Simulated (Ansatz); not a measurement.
Ideal-gas functions of C2H3BClF, SMILES `B/C=C(\F)Cl` at 600 K and 1 bar, from an Ansatz frequency run at PBE0-D4/def2-TZVP.

Molar mass 92.31 g/mol, point group Cs (symmetry number 1), electronic degeneracy 1, moments of inertia 54.676, 194.275, 248.951 u Å². Harmonic wavenumbers (cm⁻¹, unscaled): 164, 233, 277, 392, 466, 630, 714, 879, 935, 1008, 1037, 1115, 1240, 1361, 1646, 2599, 2683, 3207.

Use S(trans) = R[1.5 ln M + 2.5 ln T − 1.1517]; rotational temperatures θ = 24.2544 K / I; S(rot) = R[ln(√π/σ · √(T³/θAθBθC)) + 1.5]; for each mode x = 1.438777 ν̃/T, S = R[x/(eˣ − 1) − ln(1 − e⁻ˣ)] and H = RT x/(eˣ − 1); 1 cm⁻¹ = 0.0119627 kJ/mol; R = 8.31446 J/(mol·K).

By hand: the entropy, in J/(mol·K).

Translation 179.8. Rotation: θ = 0.4436, 0.1248, 0.0974 K, giving 118.7. Vibration, mode by mode: 16.13, 13.26, 11.87, 9.13, 7.81, 5.63, 4.79, 3.50, 3.15, 2.74, 2.60, 2.24, 1.77, 1.40, 0.81, 0.12, 0.10, 0.03, in all 87.1. Electronic 0.0. Sum 385.6 J/(mol·K).

By hand: H − E and G − E in kJ/mol, counted from the electronic energy.

Zero-point energy ½ × 20586 × 0.0119627 = 123.1; thermal vibration 29.1; translation, rotation and pV give 4 RT = 20.0. H − E = 172.2 kJ/mol, and G − E = 172.2 − 600 × 385.6/1000 = -59.2 kJ/mol.

Vibration gives 23 % of the entropy.
